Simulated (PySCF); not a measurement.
Task: What does the GFN2-xTB structure of `[SiH2]1[SiH2]CCC1` look like in three dimensions?

Result: 
```
atom  x, y, z in Å
C1     0.2164   -1.2471   -0.3467
C2    -1.1547   -0.8130    0.1737
Si3   -1.3470    1.0765   -0.0750
Si4    0.9327    1.4520    0.0012
C5     1.3400   -0.4021    0.2559
H6     0.2353   -1.1444   -1.4359
H7     0.3834   -2.3055   -0.1211
H8    -1.2221   -1.0530    1.2371
H9    -1.9355   -1.3876   -0.3253
H10   -2.0204    1.3360   -1.3550
H11   -2.2131    1.6330    0.9711
H12    1.5044    2.2446    1.0963
H13    1.5691    1.9289   -1.2349
H14    1.4136   -0.6194    1.3237
H15    2.2935   -0.6906   -0.1869
```

Orientation and origin are arbitrary. Atoms count from 1 in this order. The 5-membered ring C1–C2–Si3–Si4–C5 has internal angles of 93.3° to 111.6°; it is puckered, 0.21 Å rms from its mean plane, widest ring torsion 52°. Si3 (SiH2 silicon) has angles from 93.3° to 119.8°.

Bonds between heavy atoms (Å): C1–C2 1.530, C2–Si3 1.915, Si3–Si4 2.312, Si4–C5 1.915, C1–C5 1.530.

Structure optimised with GFN2-xTB, isolated species.

Point group: Cs (every atom within 0.08 Å of its image). No frequency check. The numbers are those of one conformer (C5–C1–C2–Si3 52°, C1–C2–Si3–Si4 -26°, C2–Si3–Si4–C5 0°, Si3–Si4–C5–C1 26°).

All values are computed, not measured.
